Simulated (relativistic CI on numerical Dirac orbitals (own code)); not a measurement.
# Yb⁷⁺: q coefficients and field-shift factors

These numbers are calculated, not measured: Dirac-Coulomb-Breit CI, KLI orbitals optimised for each configuration, derivatives by finite differences, unscaled Slater integrals, QED left out (own radial code, finite nucleus).

Configuration list (outside the closed core [Kr] 4d10): 4f¹²5s²5p³, 4f¹⁴5s²5p, 4f¹³5s²5p², 4f¹²5s5p⁴, 4f¹²5p⁵, 4f¹⁴5p³, 4f¹³5s²5p5d, 4f¹⁴5s5p². The list is cut by size and lacks configurations that can hold low levels.

With x = (α/α₀)² − 1 an excitation energy changes as ω = ω₀ + qx; K = 2q/ω₀ is the relative enhancement. Terms are leading LS components, so labels can repeat. The field-shift factor is F = δν/δ⟨r²⟩ for the transition from the lowest level.

Lowest level 4f¹²5s²5p³ ⁶H°15/2.

```
             Level  ω₀ (cm⁻¹)  q (cm⁻¹)        K  F (GHz/fm²)
4f¹²5s²5p³ ⁴H°11/2     6368.7      -278  -0.0873        0.176
 4f¹²5s²5p³ ⁴G°9/2     8113.4      2088    0.515        0.247
4f¹²5s²5p³ ⁶H°13/2     8636.5      7079     1.64       -0.499
 4f¹²5s²5p³ ⁴F°9/2    11426.7     670.7    0.117        0.122
 4f¹²5s²5p³ ⁴G°7/2    11566.9      6678     1.15        0.453
 4f¹²5s²5p³ ⁴G°5/2    13314.1      7676     1.15        0.385
4f¹²5s²5p³ ⁴G°11/2    14195.0      7645     1.08        -0.48
 4f¹²5s²5p³ ⁶F°7/2    16555.0      5325    0.643        0.413
4f¹²5s²5p³ ⁴I°13/2    16586.5      6242    0.753        0.449
 4f¹²5s²5p³ ⁶F°5/2    20758.4      7723    0.744        0.396
 4f¹²5s²5p³ ²H°9/2    21330.7      8642     0.81       0.0924
4f¹²5s²5p³ ⁴H°11/2    22829.9     11140    0.976     4.24e-05
 4f¹²5s²5p³ ⁶F°3/2    23651.8      9824    0.831        0.322
 4f¹²5s²5p³ ²F°5/2    24481.1      8509    0.695        0.634
4f¹²5s²5p³ ²H°11/2    26043.4      8766    0.673        0.523
 4f¹²5s²5p³ ⁶F°1/2    26496.3     13640     1.03        0.125
 4f¹²5s²5p³ ⁴G°7/2    26605.0      7792    0.586       0.0982
 4f¹²5s²5p³ ⁴G°9/2    27622.7     10050    0.728        0.229
 4f¹²5s²5p³ ²F°7/2    29699.9      7821    0.527         0.59
 4f¹²5s²5p³ ⁴F°9/2    30223.3     14810     0.98       0.0471
 4f¹²5s²5p³ ⁴F°5/2    30662.9      4891    0.319         0.33
 4f¹²5s²5p³ ²G°7/2    33947.2      9679     0.57        0.241
 4f¹²5s²5p³ ⁴F°3/2    34894.5      9537    0.547        0.538
```

At this charge configurations can still be misplaced by up to about 7 % of their energy. Terms inside the open d or f shell come out 10 to 20 % too wide with unscaled integrals. Levels and lines within the n = 5 or 6 shells can be off by up to 10 % or somewhat more, and those that change n by about 2 %, since core polarisation is missing.
